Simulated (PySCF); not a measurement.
Compound: C₇H₁₅NSi.
SMILES with atom numbers: `[CH2:1]1[CH2:2][CH2:3][N:4]([SiH:5]2[CH2:6][CH2:7][CH2:8]2)[CH2:9]1`

Geometry (GFN2-xTB, Å), atoms numbered from 1 in this order:
```
atom  x, y, z in Å
C1    -2.544   -0.278   -0.910
C2    -2.638    0.529    0.397
C3    -1.456    0.014    1.236
N4    -0.504   -0.501    0.275
Si5    0.766    0.517   -0.278
C6     2.257    0.684    0.891
C7     3.187    0.234   -0.250
C8     2.156   -0.382   -1.211
C9    -1.332   -1.196   -0.689
H10   -2.360    0.383   -1.756
H11   -3.449   -0.850   -1.109
H12   -3.587    0.378    0.910
H13   -2.523    1.595    0.202
H14   -1.785   -0.812    1.877
H15   -1.006    0.784    1.858
H16    0.391    1.801   -0.906
H17    2.502    1.661    1.296
H18    2.263   -0.029    1.713
H19    3.970   -0.456    0.062
H20    3.662    1.099   -0.712
H21    2.124   -1.465   -1.117
H22    2.332   -0.143   -2.256
H23   -1.657   -2.145   -0.247
H24   -0.780   -1.403   -1.602
```

NICS is the negative of the GIAO shielding at a point without a nucleus: at the ring centre (0) and 1 Å above and below it (1); zz is the component along the ring normal. Level: GIAO PBE0/pcSseg-1 (PySCF, non-relativistic, gas phase) on the GFN2-xTB geometry, one conformer.

Rings: 1. C1–C2–C3–N4–C9; 2. Si5–C6–C7–C8.

```json
{"set": "P", "NICS(0)": "-6.4", "NICS(1), two faces": "-4.8 / -3.7", "NICS(1)zz, two faces": "-7.2 / -7.1"}
{"set": "Q", "NICS(0)": "0.2", "NICS(1), two faces": "-1.6 / -0.4", "NICS(1)zz, two faces": "2.1 / 6.8"}
```

Problem. Which set (ppm) belongs to which ring?

Solution. P = 1, Q = 2.
- 1 (5-membered ring with N; formal bonds all single): mean NICS(1)zz -7.2 ppm, shielded. C1, C2, C3, C9 have four or more neighbours, so the value isn't read as a sign of a π ring current.
- 2 (4-membered ring with Si; formal bonds all single): mean NICS(1)zz 4.5 ppm, deshielded. Si5, C6, C7, C8 have four or more neighbours, and the NICS criterion for π rings isn't applied.

Problem. How do the rings differ in shape?

Solution. 
| ring | bond lengths (Å) | rms pucker (Å) | HOMA | nearest outside atom to a NICS(1) probe (Å) |
| --- | --- | --- | --- | --- |
| 1 | 1.539, 1.538, 1.447, 1.448, 1.536 | 0.18 | – | hydrogen 1.41 |
| 2 | 1.902, 1.539, 1.538, 1.900 | 0.11 | – | hydrogen 1.44 |

Hardware: an Intel Xeon at 2.50 GHz with one thread, on a shared host. Cost: 4.4 min wall, 2.8 min CPU (grids of density and orbitals included), 1.0 GiB resident at most. This is the whole shielding run at PBE0/pcSseg-1, SCF included.
